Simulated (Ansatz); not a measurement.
## Worked example: the enthalpy of formation of AgF (SMILES [F][Ag])

AgF has 2 atoms, charge 0, and is taken as a singlet. As SMILES, `[F][Ag]`. The coordinates come from a PBE0-D4/def2-TZVP relaxation.

```
atom    x (Å)    y (Å)    z (Å)
   F   0.8600  -0.3343   0.4256
  Ag  -0.8305   0.2741  -0.4215
```

Total energies at HSE06/def2-TZVP (core potential) (Ansatz 0.2.0); the atoms run unrestricted:

```tsv
species	state	energy (Eh)
AgF	singlet	-246.754100
F	doublet	-99.672113
Ag	doublet	-146.965749
```

Harmonic wavenumbers at PBE0-D4/def2-TZVP, in cm⁻¹: 500.

Measured heats of formation of the gaseous atoms at 298.15 K, in kJ/mol: F 79.4, Ag 284.9. Spin-orbit lowering of the atoms at 298 K (mean of the ground term's levels less their thermal mean, from spectra), in kJ/mol: F 1.29. Take 1 Eh = 2625.50 kJ/mol, 1 cm⁻¹ = 0.0119627 kJ/mol, RT = 2.479 kJ/mol.

Problem. What heat of formation follows?

Solution. 
1. Electronic atomisation energy: (-99.672113) + (-146.965749) − (-246.754100) = 0.116238 Eh = 305.2 kJ/mol.
2. Zero-point energy: half the sum of the wavenumbers, 250 cm⁻¹ = 3.0 kJ/mol.
3. Thermal vibrational enthalpy, Σ hcν̃/(exp(hcν̃/kT) − 1): 0.6 kJ/mol. Translation, rotation and pV of a linear molecule: 3.5 RT = 8.7 kJ/mol.
4. The 2 free atoms carry 5/2 RT each: 12.4 kJ/mol.
5. Spin-orbit coupling lowers the free atoms by 1.29 = 1.3 kJ/mol.
6. Atomisation enthalpy at 298 K: 305.2 − 1.3 − 3.0 − 0.6 − 8.7 + 12.4 = 304.0 kJ/mol.
7. Sum of the atoms' heats of formation: 364.3 kJ/mol. Heat of formation: 364.3 − 304.0 = +60.3 kJ/mol.

No measured value is set beside it here. Anharmonicity and any spin-orbit splitting of the molecule are left out.
